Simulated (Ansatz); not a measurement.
`[OH][Cd][SH]` + H–F → `[F][Cd][SH]` + H₂O at 500 K and 1 bar (ligand exchange at a Cd–O bond).

Isolated molecules relaxed with PBE0-D4/def2-TZVP in Ansatz; ΔE leaves out vibrations. CCSD(T)/CBS adds triple-zeta CCSD(T) − MP2 to the extrapolated MP2 energy (def2 sets, frozen cores). This one scheme is used for every species. def2 core potentials past Kr. For Cd outer-core shells are correlated without core-valence functions, which leaves a few kJ/mol of doubt a bond. Each species was taken in one conformer, which may not be the lowest.

```
       species  CCSD(T)/CBS energy (Eh)  H − E (kJ/mol)  S (J/(mol·K))
`[OH][Cd][SH]`               -641.89858            89.5          358.8
           H–F               -100.39570            39.4          188.7
 `[F][Cd][SH]`               -665.92675            56.2          339.1
           H₂O                -76.37941            73.2          206.3
```

H − E and S are ideal-gas, rigid-rotor, harmonic terms from PBE0-D4/def2-TZVP, for one conformer and one mirror image of each species. 1 Eh = 2625.50 kJ/mol, R = 8.31446 J/(mol·K).

Q: By hand: ΔE, ΔH, ΔS and ΔG.

A: ΔE = (-665.92675) + (-76.37941) − (-641.89858) − (-100.39570) = -0.01188 Eh = -31.2 kJ/mol. Δ(H − E) = 56.2 + 73.2 − 89.5 − 39.4 = 0.5, so ΔH = -30.7 kJ/mol. ΔS = 339.1 + 206.3 − 358.8 − 188.7 = -2.1 J/(mol·K). ΔG = -30.7 − 500 × (-2.1)/1000 = -29.6 kJ/mol.

Q: By hand: the equilibrium constant, and the temperature at which ΔG would vanish if ΔH and ΔS stayed fixed.

A: log₁₀ K = −ΔG/(RT ln 10) = 3.1. ΔG = 0 at ΔH/ΔS = 14619 K, far beyond where these terms or the molecules hold.

The number of gas molecules stays the same, so ΔS is small and ΔH decides. A doubt of 5 kJ/mol in ΔE shifts log₁₀ K by 0.5 here. Other conformers and mirror images would add mixing entropy, several J/(mol·K) or more a flexible species. These are equilibria of isolated gas molecules and say nothing of rates. Largest T1 diagnostic: 0.016 (customary marks: 0.02 for closed shells, 0.045 for open ones).
